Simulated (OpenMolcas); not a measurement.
**Sc+: from RASSCF to RASPT2**

| Item | Value |
| --- | --- |
| Program | OpenMolcas 26.06 |
| Basis | ANO-RCC-VTZP [6s5p3d2f1g] |
| Scalar Hamiltonian | DKH2, point nucleus |
| Active space | 2 electrons in 9 orbitals (RAS2 3d 4s; RAS3 4p, at most 2 electrons) |
| State averaging | 2S+1 = 3 even, 15 roots; 2S+1 = 1 even, 21 roots kept (CI in the orbitals of an earlier block); 2S+1 = 3 odd, 18 roots; 2S+1 = 1 odd, 15 roots kept (CI in the orbitals of an earlier block) |
| Spin-orbit coupling | RASSI with atomic mean-field integrals over the reference wave functions, term energies averaged over their components |

Methods on the same reference wave functions:
A. RASSCF
B. SS-RASPT2, IPEA 0.25 Eh, imaginary shift 0.1 Eh (closed shells correlated: 3s 3p)
C. MS-RASPT2, IPEA 0.25 Eh, imaginary shift 0.1 Eh (closed shells correlated: 3s 3p)

Energies in cm⁻¹ above 3d 4s ³D₁, the measured ground level; measured values from NIST Handbook of Basic Atomic Spectroscopic Data.

| Level | A | B | C | Measured |
| --- | --- | --- | --- | --- |
| 3d 4s ³D₁ | 0.0 | 0.0 | 0.0 | 0.0 |
| 3d 4s ³D₂ | 61.8 | 60.7 | 60.4 | 67.7 |
| 3d 4s ³D₃ | 158 | 158 | 158 | 178 |
| 3d 4s ¹D₂ | 3521 | 2110 | 1968 | 2541 |
| 3d² ³F₂ | 5480 | 5080 | 5080 | 4803 |
| 3d² ³F₃ | 5575 | 5180 | 5180 | 4884 |
| 3d² ³F₄ | 5701 | 5300 | 5300 | 4988 |
| 3d² ¹D₂ | 14353 | 10520 | 10660 | 10945 |
| 4s² ¹S₀ | 14688 | 12350 | 12040 | 11736 |
| 3d² ³P₀ | 15031 | 12790 | 12790 | 12074 |
| 3d² ³P₁ | 15064 | 12820 | 12820 | 12102 |
| 3d² ³P₂ | 15140 | 12890 | 12890 | 12154 |
| 3d² ¹G₄ | 18270 | 15040 | 15040 | 14261 |
| 3d 4p ¹D°₂ | 21827 | 25770 | 25770 | 26081 |
| 3d 4p ³F°₂ | 23441 | 26960 | 26960 | 27444 |
| 3d 4p ³F°₃ | 23583 | 27100 | 27100 | 27602 |
| 3d 4p ³F°₄ | 23787 | 27300 | 27300 | 27841 |
| 3d 4p ³D°₁ | 23826 | 27760 | 27760 | 27918 |
| 3d 4p ³D°₂ | 23921 | 27850 | 27850 | 28021 |
| 3d 4p ³D°₃ | 24052 | 27980 | 27980 | 28161 |
| 3d 4p ³P°₀ | 26086 | 29080 | 29070 | 29736 |
| 3d 4p ³P°₁ | 26097 | 29090 | 29070 | 29742 |
| 3d 4p ³P°₂ | 26159 | 29160 | 29150 | 29824 |
| 3d 4p ¹P°₁ | 27439 | 29950 | 29950 | 30816 |

Deviations, from unrounded energies. A percentage is the sum of absolute deviations over the sum of measured energies, with the sign that they share, or ± where signs differ.

```csv
Against measurement,Levels,A,B,C
mean absolute deviation (cm-1),23,2800,460,450
fine structure of the ground term (%),2,-10.3,-10.7,-10.9
other terms of the ground configuration (%),1,+38.6,-17.1,-22.5
other configurations (%),20,±16.0,±2.5,±2.4
```

B, C lie about equally close to measurement and A furthest from it. The largest miss of C in the table is 3d 4p ¹P°₁, by -860 cm-1. The ranking rests on the paired levels alone, and a cruder setting can come out closer through cancelling errors.

Between B and C the level of the table that moves most is 4s² ¹S₀, by 310 cm-1 (lowest in C, highest in B). Moves below CASPT2's spread within the term are not significant.

The mean deviations of B to C differ by less than CASPT2's widest spread within a term (970 cm-1), so their order carries little weight.

The lowest spin-free term lies below A's lowest term by 0.298 hartree in B, 0.298 hartree in C.

CASPT2 does not keep the components of a term degenerate, so their means are used; among the terms shown or strongly mixed into the levels shown the widest spread is 970 cm-1 (3d² ¹G, C). Over all roots computed the reference weight is 0.88 to 0.95 in B, 0.88 to 0.95 in C; the roots of lowest weight are the least certain, and an intruder state may touch them. Terms from blocks run as CI alone lack orbitals of their own. A single d shell beside an s shell can misplace configurations of different d count against each other. Without dynamic correlation excited terms often stand tens of per cent too high (terms of higher spin than the ground term too low), and those without a measured partner can miss by more than the paired ones (holds for A). Computed and measured levels are paired by configuration, term and J; levels that our copy of the source lacks, or whose pairing is in doubt (as where it misses far off the trend of its configuration), stay unpaired and out of the deviations. Only configurations of the active space appear. Levels that lie high or do not pair safely by name in every column are left out.

° marks odd parity.
